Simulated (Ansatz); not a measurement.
`[NH2][AlH][GaH2]` + `BS` → `B[S][AlH][NH2]` + `[GaH3]` at 298.15 K and 1 bar (cleavage of the Al–Ga bond).

Computed with Ansatz on PBE0-D4/def2-TZVP structures; ΔE is electronic, products minus reactants. CCSD(T)/CBS is the MP2 limit (def2-TZVPP, def2-QZVPP) plus CCSD(T) − MP2 in def2-TZVPP, frozen cores. This one scheme is used for every species. For Ga outer-core shells are correlated without core-valence functions, which leaves a few kJ/mol of doubt a bond. Scalar relativity is left out up to krypton. One conformer a species, not always the lowest.

```csv
species,CCSD(T)/CBS energy (Eh),H − E (kJ/mol),S (J/(mol·K))
`[NH2][AlH][GaH2]`,-2223.67811,140.1,340.1
`BS`,-424.38198,90.6,245.0
`B[S][AlH][NH2]`,-722.38424,167.3,340.8
`[GaH3]`,-1925.70545,59.6,218.4
```

H − E and S are ideal-gas, rigid-rotor, harmonic terms from PBE0-D4/def2-TZVP, for one conformer and one mirror image of each species. 1 Eh = 2625.50 kJ/mol, R = 8.31446 J/(mol·K).

Q: By hand: ΔE, ΔH, ΔS and ΔG.

A: ΔE = (-722.38424) + (-1925.70545) − (-2223.67811) − (-424.38198) = -0.02960 Eh = -77.7 kJ/mol. Δ(H − E) = 167.3 + 59.6 − 140.1 − 90.6 = -3.8, so ΔH = -81.5 kJ/mol. ΔS = 340.8 + 218.4 − 340.1 − 245.0 = -25.9 J/(mol·K). ΔG = -81.5 − 298.15 × (-25.9)/1000 = -73.8 kJ/mol.

Q: By hand: the equilibrium constant, and the temperature at which ΔG would vanish if ΔH and ΔS stayed fixed.

A: log₁₀ K = −ΔG/(RT ln 10) = 12.9. ΔG = 0 at ΔH/ΔS = 3147 K, far beyond where these terms or the molecules hold.

ΔH outweighs TΔS. A doubt of 5 kJ/mol in ΔE shifts log₁₀ K by 0.9 here. Other conformers and mirror images would add mixing entropy, several J/(mol·K) or more a flexible species. Modes under 60 cm⁻¹, often nearly free rotors, make the harmonic entropy too high. These are equilibria of isolated gas molecules and say nothing of rates. Largest T1 diagnostic: 0.015 (customary marks: 0.02 for closed shells, 0.045 for open ones).
